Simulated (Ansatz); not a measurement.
Geometry optimisation, RKS CAM-B3LYP-D4/def2-SVP in Ansatz.

input.yaml

```yaml
crystal:
  periodic: [false, false, false]
  atoms:
    - { symbol: Al, position_ang: [0.0, 0.0, 0.0] }
    - { symbol: H, position_ang: [0.0, 0.0, 1.91] }
    - { symbol: O, position_ang: [1.5415, 0.0, -0.89] }
    - { symbol: H, position_ang: [1.8414, -0.9519, -1.0449] }
    - { symbol: Cl, position_ang: [-1.9312, 0.0, -1.115] }
    - { symbol: Si, position_ang: [-0.3277, 2.4647, 0.8261] }
    - { symbol: H, position_ang: [-1.6846, 2.906, 0.5168] }
    - { symbol: H, position_ang: [-0.1132, 2.5276, 2.2689] }
    - { symbol: H, position_ang: [0.6318, 3.3357, 0.1537] }
    - { symbol: H, position_ang: [-0.1282, 0.9643, 1.9763] }
basis:
  gaussian: { orbitals: def2-SVP }
hamiltonian:
  xc: cam_b3lyp
  dispersion: d4
relax:
  f_tol: 0.15
  max_steps: 25
  restrain:
    - { distance: [0, 5], at: 3.52, k: 30.0 }
    - { distance: [9, 1], at: 1.86, k: 30.0 }
    - { distance: [0, 1], at: 1.56, k: 30.0 }
    - { distance: [9, 5], at: 1.46, k: 30.0 }
output:
  orbitals: {}
```

Run as:

```bash
$ ansatz run input.yaml --threads 4 --pin off --max-ram 5120MiB --backend cpu --events-out ev --progress --plain --runs-dir out
```

Where does it end, and by what steps?

It converged. The restraints hold the end off the free minimum; the threshold counts their pulls, which the force column leaves out. Restrained pairs: Al1–Si6 (2.62 → 3.52 Å), H2–H10 (0.98 → 1.88 Å), Al1–H2 (1.91 → 1.56 Å), Si6–H10 (1.90 → 1.48 Å). After 10 steps the energy has fallen by 3.257 eV (the restraints' own energy left out); H8 moved furthest, 0.83 Å.

```tsv
step	energy less start (eV)	largest force component (eV/Å)	accepted
0	0.0000	3.843	yes
1	0.3559	2.969	yes
2	-0.2094	3.163	yes
3	-1.3218	2.297	yes
4	-2.2867	1.650	yes
5	-2.8615	1.041	yes
6	-3.1136	0.765	yes
7	-3.1560	0.701	yes
8	-3.2059	0.761	yes
9	-3.2375	0.734	yes
10	-3.2572	0.698	yes
```

```xyz
10
Properties=species:S:1:pos:R:3
Al -0.030 -0.457 -0.109
H -0.082 -0.557 1.446
O 1.366 -0.672 -1.031
H 2.268 -0.876 -0.773
Cl -1.774 -0.010 -1.188
Si -0.390 2.771 1.245
H -1.835 3.026 1.026
H 0.031 3.286 2.576
H 0.416 3.421 0.178
H -0.139 1.314 1.231
```

Time of the run: 17 s on 4 threads of Arm Neoverse V2, on a shared host, peak memory 0.26 GiB.
